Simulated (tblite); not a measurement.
Species: C5H5OS (doublet state).
SMILES with atom numbers: `[OH:1][CH2:2][c:3]1[cH:4][cH:5][c:6][s:7]1` (hydrogens: H8 on O1; H9, H10 on C2; H11 on C4; H12 on C5)

A start from a force field or distance geometry was refined with GFN2-xTB geometry optimisation, gas phase (tblite). Values at the start:

```json
{"coordinate": "O1–C2", "start": "1.374 Å"}
{"coordinate": "O1–H8", "start": "0.974 Å"}
{"coordinate": "C2–C3", "start": "1.505 Å"}
{"coordinate": "C2–H9", "start": "1.126 Å"}
{"coordinate": "C3–C4", "start": "1.341 Å"}
{"coordinate": "C3–S7", "start": "1.752 Å"}
{"coordinate": "C4–C5", "start": "1.345 Å"}
{"coordinate": "C4–H11", "start": "1.113 Å"}
{"coordinate": "C5–C6", "start": "1.369 Å"}
{"coordinate": "C5–H12", "start": "1.100 Å"}
{"coordinate": "C6–S7", "start": "1.652 Å"}
{"coordinate": "O1–C2–C3", "start": "109.1°"}
{"coordinate": "C2–C3–C4", "start": "125.4°"}
{"coordinate": "C2–C3–S7", "start": "127.1°"}
{"coordinate": "C3–C4–C5", "start": "115.5°"}
{"coordinate": "C3–S7–C6", "start": "93.0°"}
{"coordinate": "C4–C3–S7", "start": "107.4°"}
{"coordinate": "C4–C5–C6", "start": "113.6°"}
{"coordinate": "C5–C6–S7", "start": "110.5°"}
```

Question: How do these coordinates change at the GFN2-xTB level?

Answer: 
| coordinate | GFN2-xTB (Å or °) | change |
| --- | --- | --- |
| C4–C5 | 1.426 | +0.081 |
| C6–S7 | 1.697 | +0.045 |
| C4–H11 | 1.076 | -0.037 |
| O1–C2 | 1.411 | +0.037 |
| C2–H9 | 1.094 | -0.032 |
| C5–C6 | 1.340 | -0.029 |
| C5–H12 | 1.073 | -0.027 |
| C3–C4 | 1.361 | +0.020 |
| C2–C3 | 1.494 | -0.011 |
| O1–H8 | 0.964 | -0.010 |
| C3–S7 | 1.750 | -0.002 |
| C2–C3–S7 | 120.3 | -6.8 |
| C5–C6–S7 | 115.8 | +5.3 |
| O1–C2–C3 | 112.9 | +3.8 |
| C4–C5–C6 | 110.0 | -3.6 |
| C4–C3–S7 | 111.0 | +3.6 |
| C3–S7–C6 | 89.6 | -3.4 |
| C2–C3–C4 | 128.6 | +3.2 |
| C3–C4–C5 | 113.6 | -1.9 |

The energy falls by 9.2 kcal/mol over 44 L-BFGS steps, the largest force on an atom goes from 4.53 to 0.006 eV/Å, and the atoms move by 0.099 Å rms after alignment. The bond that changes most is C4–C5 (both ends carbon bonded to 2 C and H), which lengthens by 0.081 Å. Bonds longer at the end by more than 0.005 Å: 4 of 12; shorter: 7. Among the dihedrals that turn most is H8–O1–C2–H9, from 163° to -178°. Rotational constants go from 4682, 1785, 1408 to 4521, 1782, 1393 MHz.

Its GFN2-xTB frequencies are all real (lowest 25 cm⁻¹).

One conformer stands for the species.

All values are computed, not measured.
